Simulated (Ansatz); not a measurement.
`C=C[SiH2]Br` + NH₃ → `C=C[SiH2]N` + HBr at 298.15 K and 1 bar (ligand exchange at the Si–Br bond).

Computed with Ansatz on PBE0-D4/def2-TZVP structures; ΔE is electronic, products minus reactants. CBS: MP2 limit from def2 TZ/QZ plus the TZ coupled-cluster correction, frozen cores. This one scheme is used for every species. For Br outer-core shells are correlated without core-valence functions, which leaves a few kJ/mol of doubt a bond. Scalar relativity is left out up to krypton. One conformer a species, not always the lowest.

```json
{"species": "`C=C[SiH2]Br`", "CCSD(T)/CBS energy (Eh)": "-2941.53535", "H − E (kJ/mol)": "177.4", "S (J/(mol·K))": "331.7"}
{"species": "NH₃", "CCSD(T)/CBS energy (Eh)": "-56.50880", "H − E (kJ/mol)": "100.5", "S (J/(mol·K))": "192.4"}
{"species": "`C=C[SiH2]N`", "CCSD(T)/CBS energy (Eh)": "-424.10479", "H − E (kJ/mol)": "243.3", "S (J/(mol·K))": "324.8"}
{"species": "HBr", "CCSD(T)/CBS energy (Eh)": "-2573.91920", "H − E (kJ/mol)": "24.6", "S (J/(mol·K))": "198.6"}
```

H − E and S are ideal-gas, rigid-rotor, harmonic terms from PBE0-D4/def2-TZVP, for one conformer and one mirror image of each species. 1 Eh = 2625.50 kJ/mol, R = 8.31446 J/(mol·K).

Q: By hand: ΔE, ΔH, ΔS and ΔG.

A: ΔE = (-424.10479) + (-2573.91920) − (-2941.53535) − (-56.50880) = 0.02016 Eh = 52.9 kJ/mol. Δ(H − E) = 243.3 + 24.6 − 177.4 − 100.5 = -10.0, so ΔH = 42.9 kJ/mol. ΔS = 324.8 + 198.6 − 331.7 − 192.4 = -0.7 J/(mol·K). ΔG = 42.9 − 298.15 × (-0.7)/1000 = 43.1 kJ/mol.

Q: By hand: the equilibrium constant, and the temperature at which ΔG would vanish if ΔH and ΔS stayed fixed.

A: log₁₀ K = −ΔG/(RT ln 10) = -7.6. ΔH and −TΔS have one sign here, so there is no such temperature.

The number of gas molecules stays the same, so ΔS is small and ΔH decides. A doubt of 5 kJ/mol in ΔE shifts log₁₀ K by 0.9 here. Other conformers and mirror images would add mixing entropy, several J/(mol·K) or more a flexible species. These are equilibria of isolated gas molecules and say nothing of rates. Largest T1 diagnostic: 0.011 (customary marks: 0.02 for closed shells, 0.045 for open ones).

ΔS is within the doubt of such terms, so its sign, and with it that verdict, could turn.
